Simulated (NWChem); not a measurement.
System: isocyanic acid (CHNO); SMILES N=C=O

```xyz
4

N      0.1655     1.1780     0.0000
C     -0.0132    -0.0279     0.0000
O     -0.0298    -1.2024     0.0000
H     -0.5663     1.8721     0.0000
```
Atoms are numbered in this order, from 1.

Results from NWChem. Geometry optimised at B3LYP/6-31G*; all other runs use it. Pople sets run with spherical d functions.

| quantity | level | value |
|---|---|---|
| dipole (D) | TPSS/6-31G* | 2.16 |
| charge (e), Mulliken C2 | Hartree-Fock/6-31G* | 0.82 |
| vertical, lowest excitation, singlet (eV) | B3LYP/def2-SVPD, TDA | 6.45 |
| isotropic polarisability (bohr³), static | PBE0/aug-cc-pVDZ | ___ |
| highest harmonic frequency (cm⁻¹) | B3LYP/6-31G* | ___ |

### Question
What belongs in the gaps?

### Answer

- isotropic polarisability (bohr³), static, value: 22.6
- highest harmonic frequency (cm⁻¹), value: 3684
